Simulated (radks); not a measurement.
The holmium ion Ho6+ is in [Xe] 4f7. All-electron calculation, scalar-relativistic Kohn-Sham, PBE, spin-polarised, spherical densities, finite nucleus; Fermi nuclear charge, rms radius of each element as measured or else 0.836 A^(1/3) + 0.57 fm. Program: a radial shooting solver on a logarithmic mesh with Libxc functionals. Open shells are filled with parallel spins first. One electron is removed from 4d, 4f, 5s, 5p in turn, with full relaxation. Which removal costs least, and what does each cost?

Answer. 5p 112.31 eV; 4f 119.14 eV; 5s 142.00 eV; 4d 272.92 eV. The 5p electron leaves first.
